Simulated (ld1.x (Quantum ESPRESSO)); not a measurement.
## Before and after: PAW potential for S

ld1.x (Quantum ESPRESSO) 7.5 input, shortened:

```
&input
   title='S', zed=16., rel=0, dft='BLYP', iswitch=3,
   config='[Ne] 3s2 3p4'
 /
 &inputp
   pseudotype=3, lpaw=.true., tm=.true., lloc=-2, rcloc=1.70,
   nlcc=.true., rcore=1.10,
   which_augfun='PSQ', rmatch_augfun_nc=.true.
 /
4
3S  1  0   2.00   0.00  1.00  1.40  0.0
3S  1  0   0.00  -0.85  1.00  1.40  0.0
3P  2  1   4.00   0.00  1.50  1.90  0.0
3P  2  1   0.00   1.75  1.50  1.90  0.0
 &test
   configts(1)='3s2 3p4'
 /
```

Change: local potential all-electron potential smoothed inside 1.15 bohr (lloc = -1).

Cutoffs: the cutoffs (Ry, on a coarse ladder) from which the occupation-weighted sum of valence levels, in a spherical-Bessel basis at the reference potential, stays within 10 and 1 mRy of its value at 400 Ry; they do not see the model core or the augmentation charge, which bear on the density cutoff. Errors are all-electron minus pseudo energies relative to the spin-unpolarised reference configuration.

**Question.** Predict the effect on cutoff, ghosts and configuration errors.

**Answer.** The potential gets neither clearly harder nor softer (18 Ry and 35 Ry → 18 Ry and 35 Ry); the s channel sets the loose cutoff, while the largest relative change is in p, which becomes softer; of the 7 tests that both files solve, the error grows in 1 and shrinks in 1 by more than 15 % and 0.3 meV (median size 1.5 → 1.4 meV); neither file shows a bound ghost.

| quantity | base | changed |
| --- | --- | --- |
| cutoff, loose | 18 Ry | 18 Ry |
| cutoff, tight | 35 Ry | 35 Ry |
| loose cutoff by channel (10 mRy a level) | s 15 Ry, p 15 Ry | s 15 Ry, p 12 Ry |
| bound ghosts | none | none |
| error for 3s2 3p3, meV [ΔE 11.63 eV] | -0.6 | -0.6 |
| error for 3s2 3p2, meV [ΔE 33.78 eV] | -6.8 | -6.5 |
| error for 3s2 3p1, meV [ΔE 67.72 eV] | -33 | -30 |
| error for 3s0 3p6, meV [ΔE 20.49 eV] | +7.1 | +5.8 |
| error for 3s1 3p5, meV [ΔE 10.19 eV] | +1.5 | +1.4 |
| error for 3s2 3p3.5, meV [ΔE 4.59 eV] | -0.1 | -0.1 |
| error for 3s1 3p4, meV [ΔE 22.37 eV] | +0.1 | +0.4 |
| s: phases at 2.06 bohr within 0.05 rad from the reference energy up to (Ry; the scan ends near 5) | 4.4 | 4.5 |
| p: phases at 2.06 bohr within 0.05 rad from the reference energy up to (Ry; the scan ends near 5) | to the end of the scan | to the end of the scan |
| lowest overlap eigenvalue by channel | s 0.44, p 0.79 | s 0.44, p 0.70 |
